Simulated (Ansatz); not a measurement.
Consider the redistribution: `C[SiH](F)[O][AlH2]` + `BC[SiH2]O` → `BC[SiH](C)F` + `O[SiH2][O][AlH2]`.

Gas-phase electronic energies from Ansatz, PBE0-D4/def2-TZVP geometries. CCSD(T)/CBS is the MP2 limit (def2-TZVPP, def2-QZVPP) plus CCSD(T) − MP2 in def2-TZVPP, frozen cores. Functionals use def2-TZVPP. B3LYP here is the variant with VWN-RPA as its local correlation; programs differ in this. Each species was taken in one conformer, which may not be the lowest.

(1) Is it downhill or uphill in electronic energy at CCSD(T)/CBS, and by how much? (An estimate is asked.)

(2) What do these levels give: r2SCAN-D4, PBE0-D4, B3LYP-D4, ωB97X-V, ωB97M-V, r2SCAN, SCS-MP2/def2-TZVPP, CCSD(T)/def2-TZVPP, MP2/def2-QZVPP, SCS-MP2/def2-QZVPP, HF/CBS(def2), MP2/CBS(def2)? (Best estimate.)

Largest T1 diagnostic among the species: 0.012.

Results:

(1) Computed: Nearly level: ΔE = +0.02 eV.

(2) The calculation gave: r2SCAN-D4 0.02, PBE0-D4 0.02, B3LYP-D4 0.02, ωB97X-V 0.01, ωB97M-V 0.01, r2SCAN 0.02, SCS-MP2/def2-TZVPP 0.01, CCSD(T)/def2-TZVPP 0.02, MP2/def2-QZVPP 0.01, SCS-MP2/def2-QZVPP 0.01, HF/CBS(def2) 0.03, MP2/CBS(def2) 0.01 eV.
